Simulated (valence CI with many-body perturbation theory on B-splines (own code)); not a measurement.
Forbidden lines of In XXIX

Method: configuration interaction combined with many-body perturbation theory (CI+MBPT): three valence electrons over a frozen Dirac-Fock core [Ar], radial functions for each j: 7 s, 7 p, 8 d, 6 f, 4 g, 1 h, with the one-electron correlation potential Σ1 (screened to all orders), the two-electron term Σ2, the three-electron term Σ3, Breit, model QED; selected single and double excitations, second order for the rest, scaled by the run's own slope (own B-spline code, finite nucleus).

The last digits are not significant, and no measured levels were compared; by estimate large intervals hold to a few tenths of a per cent, small ones and those within an open d or f shell to about a per cent. Only levels of the ground parity were solved; by the run's estimate the other parity begins above the list, which can be wrong where configurations are misplaced.

Lines 1 to 50 of 69 in falling wavelength, among levels below 388480 cm⁻¹, chosen from the decays that carry over 1 % of a level's rate. Wavelengths and rates use the calculated energies. Weak lines are less certain than strong ones. Lines between different terms over intervals too small for the method are left out, as are lines whose strength nearly cancels. The highest levels of a list are the least certain. Branching is blank where the lifetime is uncertain.

Names give the largest LS component (configuration and term), which can be under half, so a name can repeat, a term be missing and a line seem to break the LS rules; names also repeat where a configuration has a term twice. Letters in brackets count levels of one name in rising energy.

```tsv
λ vac (Å)	Upper	Lower	Type	A (s⁻¹)	Branch %
6382	3d3 4F_9/2	3d3 4F_7/2	M1	6.02e+01	100.0
6326	3d3 4P_1/2	3d3 4P_3/2	M1	1.03e+02	7.1
3192	3d3 4F_7/2	3d3 4F_5/2	M1	9.62e+02	100.0
2632	3d3 2D_5/2 [a]	3d3 2D_3/2 [a]	M1	4.86e+02	4.8
2489	3d3 2G_9/2	3d3 2H_11/2	M1	2.71e+02	
2303	3d3 4P_3/2	3d3 4F_5/2	M1	4.44e+02	8.4
2142	3d3 2P_3/2	3d3 2D_5/2 [a]	M1	2.24e+02	1.1
2138	3d3 2H_11/2	3d3 2H_9/2	M1	6.75e+02	19.2
2091	3d3 4F_5/2	3d3 4F_3/2	M1	3.81e+03	100.0
1682	3d3 2D_5/2 [a]	3d3 4P_5/2	M1	3.80e+02	3.8
1615	3d3 2H_9/2	3d3 4F_9/2	M1	3.99e+03	54.4
1465	3d3 4P_5/2	3d3 4P_3/2	M1	2.93e+03	73.1
1433	3d3 2G_7/2	3d3 4F_7/2	M1	2.73e+03	22.7
1428	3d3 2D_5/2 [a]	3d3 2G_7/2	M1	1.95e+02	1.9
1353	3d3 2P_3/2	3d3 2P_1/2	M1	3.13e+03	15.0
1353	3d3 2D_3/2 [a]	3d3 4P_1/2	M1	1.90e+03	8.5
1289	3d3 2H_9/2	3d3 4F_7/2	M1	3.34e+03	45.6
1244	3d3 4P_5/2	3d3 4F_7/2	M1	3.67e+02	9.2
1181	3d3 2P_3/2	3d3 2D_3/2 [a]	M1	5.81e+03	27.9
1181	3d3 2P_1/2	3d3 4P_1/2	M1	1.05e+04	94.8
1166	3d3 2F_5/2	3d3 4P_5/2	M1	2.59e+03	36.4
1150	3d3 2G_9/2	3d3 2H_9/2	M1	7.77e+03	
1114	3d3 2D_3/2 [a]	3d3 4P_3/2	M1	1.06e+04	47.3
1096	3d3 4P_3/2	3d3 4F_3/2	M1	4.84e+03	91.6
1076	3d3 2F_7/2	3d3 4P_5/2	M1	1.58e+02	2.3
1055	3d3 2G_9/2	3d3 2G_7/2	M1	8.66e+03	
1038	3d3 2F_5/2	3d3 2G_7/2	M1	6.43e+02	9.0
1023	3d3 2D_3/2 [b]	3d3 2P_3/2	M1	5.86e+02	
995.2	3d3 2P_1/2	3d3 4P_3/2	M1	2.49e+02	2.2
988.9	3d3 2G_7/2	3d3 4F_5/2	M1	9.29e+03	77.2
966.4	3d3 2F_7/2	3d3 2G_7/2	M1	1.57e+03	22.6
942.2	3d3 2P_3/2	3d3 4P_5/2	M1	6.52e+03	31.3
934.1	3d3 4P_1/2	3d3 4F_3/2	M1	1.35e+03	92.8
926.9	3d3 2D_5/2 [b]	3d3 2P_3/2	M1	6.97e+02	1.7
920.0	3d3 2H_11/2	3d3 4F_9/2	M1	2.84e+03	80.8
895.3	3d3 4P_5/2	3d3 4F_5/2	M1	5.21e+02	13.0
846.2	3d3 2D_3/2 [b]	3d3 2F_5/2	M1	4.05e+03	
825.6	3d3 2D_5/2 [b]	3d3 2F_7/2	M1	4.46e+03	10.9
782.9	3d3 2D_5/2 [a]	3d3 4P_3/2	M1	1.24e+03	12.2
779.6	3d3 2D_5/2 [b]	3d3 2F_5/2	M1	1.04e+04	25.4
751.0	3d3 2D_3/2 [a]	3d3 4F_5/2	M1	7.81e+03	34.9
715.2	3d3 2D_5/2 [a]	3d3 4F_7/2	M1	6.34e+03	62.7
692.2	3d3 2D_3/2 [b]	3d3 2D_5/2 [a]	M1	7.43e+03	
649.2	3d3 2F_5/2	3d3 4P_3/2	M1	1.82e+03	25.5
646.9	3d3 2D_5/2 [b]	3d3 2D_5/2 [a]	M1	5.68e+02	1.4
634.5	3d3 2F_7/2	3d3 4F_9/2	M1	3.23e+03	46.6
626.9	3d3 4P_5/2	3d3 4F_3/2	M1	1.90e+02	4.7
607.7	3d3 2G_9/2	3d3 4F_7/2	M1	1.21e+03	
602.0	3d3 2F_5/2	3d3 4F_7/2	M1	3.21e+02	4.5
584.3	3d3 2D_5/2 [a]	3d3 4F_5/2	M1	1.32e+03	13.1
```
